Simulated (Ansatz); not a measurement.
The same path of GaH₅S (7 atoms, charge 0, multiplicity 1) was run twice with different band settings. The coordinate that changes most is the dihedral H3–S1–Ga2–H6.

Level of theory: RKS PBE-D4/def2-SVP in Ansatz 0.2.0.

Relaxed end points:

```xyz
7
Properties=species:S:1:pos:R:3
S -0.809 -1.317 0.083
Ga 0.183 1.117 -0.115
H -0.074 -1.718 1.158
H 0.044 -1.925 -0.790
H -0.402 1.380 -1.564
H -0.592 1.678 1.148
H 1.712 0.718 0.036
```

```xyz
7
Properties=species:S:1:pos:R:3
S -0.286 -1.491 -0.331
Ga 0.309 1.078 -0.219
H -1.438 -1.444 0.397
H 0.441 -1.893 0.749
H -0.814 1.518 -1.247
H 0.051 1.279 1.334
H 1.797 0.885 -0.730
```

Common settings: movable images 7; climbing image yes; spring 5.0 eV/Å²; start path IDPP; force threshold 0.05 eV/Å; iteration limit 60; end points relaxed.

| run | optimiser | largest step |
| --- | --- | --- |
| 1 | quadratic models (default) | default |
| 2 | lbfgs | 0.5 Å |

Question: What does each run give, and how far can it be trusted?

Answer: Run 1: converged after 3 iterations, highest image 0.024 eV above the first end. A vibrational analysis at the climbing image gives one clearly imaginary mode, 100i cm⁻¹: a first-order saddle point.
Run 2: converged after 22 iterations, highest image 0.024 eV above the first end. Another band between the same ends (7 images) ends at a top of the same energy, where a vibrational analysis finds 1 clearly imaginary mode.
